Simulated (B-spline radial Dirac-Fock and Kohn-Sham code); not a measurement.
# Sm⁴⁶⁺: eigenvalues, ΔSCF and the reference

System: the Sm⁴⁶⁺ ion in the configuration [Ne] 3s2 3p4.

The density-functional columns are spherical, spin-unpolarised Dirac-Kohn-Sham results without Breit or QED terms: −ε is minus the orbital energy of the initial state and ΔSCF the difference of two total energies. The reference in the last column comes from multi-electron Dirac-Fock with separately optimised hole states, Breit and Lamb-shift corrections added in first order. All numbers are from a radial finite-basis atomic code, in eV; a selection of levels is shown. The Kohn-Sham columns are given as differences from the reference. For the 1s level of heavy atoms much of the gap between ΔSCF and the reference is the Breit and QED part, -195.0 eV here; for other levels the error of the functional can be larger.

| level | LDA −ε − DF | LDA ΔSCF − DF | Dirac-Fock |
| --- | --- | --- | --- |
| K | -301.4 | +184.0 | 49910.9 |
| L1 | -159.2 | -41.3 | 10680.3 |
| L2 | -119.2 | +22.6 | 10281.8 |
| M1 | -55.2 | -5.7 | 4169.0 |
| M2,3 | -43.8 | +7.1 | 3921.3 |

Values without a named source are computed, but for edge energies of neutral atoms, which are taken from tables.
